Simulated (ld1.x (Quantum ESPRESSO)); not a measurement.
# Cutoff test, sulfur (S), ultrasoft

* Element: sulfur
* Generator: ld1.x (Quantum ESPRESSO) 7.5
* Type: ultrasoft
* Functional: PBE
* Relativity: scalar-relativistic
* Frozen core: [Ne]
* Valence charge: 6
* Reference configuration: 3s2 3p1 (charge +3)
* Partial waves: 3s (bound): rcut 1.00, rcutus 1.25 bohr; 3s channel at 1.45 Ry: rcut 1.00, rcutus 1.25 bohr; 3p (bound): rcut 1.35, rcutus 1.55 bohr; 3p channel at -1.25 Ry: rcut 1.35, rcutus 1.55 bohr; 3d channel at 0.25 Ry: rcut 1.30, rcutus 1.45 bohr; 3d channel at 0.65 Ry: rcut 1.30, rcutus 1.45 bohr
* Local potential: all-electron potential smoothed inside 1.05 bohr (lloc = -2)
* Core correction: a·sin(br)/r model core inside 1.00 bohr
* Augmentation charge: PSQ, inside the norm-conserving radii

The pseudo-atom Hamiltonian at the reference potential is diagonalised in spherical Bessel functions j_l(qr) that vanish at 20 bohr, with q² up to the cutoff. All-electron valence levels (Ry): 3s -3.8397, 3p -2.9601.

Problem. How do the lowest levels (Ry) of each channel move with the cutoff, and are there ghosts?

Solution.

```json
{"cutoff (Ry)": "8", "s #1": "-3.7007", "p #1": "-2.8713", "p #2": "-1.1134", "d #1": "-1.4987", "f #1": "-0.6611", "f #2": "-0.4002", "Σ f·Δε (mRy)": "366.9"}
{"cutoff (Ry)": "12", "s #1": "-3.7683", "p #1": "-2.9402", "p #2": "-1.1419", "d #1": "-1.6002", "f #1": "-0.6646", "f #2": "-0.4023", "Σ f·Δε (mRy)": "162.8"}
{"cutoff (Ry)": "21", "s #1": "-3.8335", "p #1": "-2.9582", "p #2": "-1.1494", "d #1": "-1.7181", "f #1": "-0.6661", "f #2": "-0.4032", "Σ f·Δε (mRy)": "14.5"}
{"cutoff (Ry)": "30", "s #1": "-3.8390", "p #1": "-2.9598", "p #2": "-1.1497", "d #1": "-1.7541", "f #1": "-0.6663", "f #2": "-0.4033", "Σ f·Δε (mRy)": "1.9"}
{"cutoff (Ry)": "45", "s #1": "-3.8394", "p #1": "-2.9601", "p #2": "-1.1497", "d #1": "-1.7666", "f #1": "-0.6663", "f #2": "-0.4034", "Σ f·Δε (mRy)": "0.8"}
{"cutoff (Ry)": "55", "s #1": "-3.8396", "p #1": "-2.9601", "p #2": "-1.1497", "d #1": "-1.7669", "f #1": "-0.6664", "f #2": "-0.4034", "Σ f·Δε (mRy)": "0.3"}
{"cutoff (Ry)": "400", "s #1": "-3.8397", "p #1": "-2.9602", "p #2": "-1.1497", "d #1": "-1.7672", "f #1": "-0.6664", "f #2": "-0.4034", "Σ f·Δε (mRy)": "0.0"}
```

Result: no extra level below or beside the all-electron valence levels (s, p, d, f tested); 10 mRy is reached at 25 Ry and 1 mRy at 45 Ry.
